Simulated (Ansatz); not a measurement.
Ideal-gas functions of CHBFNO (`N=C1OB1F`) at 600 K and 1 bar, from an Ansatz frequency run at PBE0-D4/def2-TZVP.

Molar mass 72.83 g/mol, point group Cs (symmetry number 1), electronic degeneracy 1, moments of inertia 24.944, 146.391, 171.335 u Å². Harmonic wavenumbers (cm⁻¹, unscaled): 283, 292, 515, 590, 594, 748, 844, 1075, 1244, 1611, 1966, 3541.

Use S(trans) = R[1.5 ln M + 2.5 ln T − 1.1517]; rotational temperatures θ = 24.2544 K / I; S(rot) = R[ln(√π/σ · √(T³/θAθBθC)) + 1.5]; for each mode x = 1.438777 ν̃/T, S = R[x/(eˣ − 1) − ln(1 − e⁻ˣ)] and H = RT x/(eˣ − 1); 1 cm⁻¹ = 0.0119627 kJ/mol; R = 8.31446 J/(mol·K).

Question: By hand: the entropy, in J/(mol·K).

Answer: Translation 176.9. Rotation: θ = 0.9724, 0.1657, 0.1416 K, giving 112.7. Vibration, mode by mode: 11.70, 11.45, 7.07, 6.09, 6.04, 4.49, 3.74, 2.42, 1.75, 0.87, 0.43, 0.02, in all 56.1. Electronic 0.0. Sum 345.7 J/(mol·K).

Question: By hand: H − E and G − E in kJ/mol, counted from the electronic energy.

Answer: Zero-point energy ½ × 13303 × 0.0119627 = 79.6; thermal vibration 19.8; translation, rotation and pV give 4 RT = 20.0. H − E = 119.4 kJ/mol, and G − E = 119.4 − 600 × 345.7/1000 = -88.0 kJ/mol.

Vibration gives 16 % of the entropy. The sum counts one conformer and one mirror image; others add a mixing term.
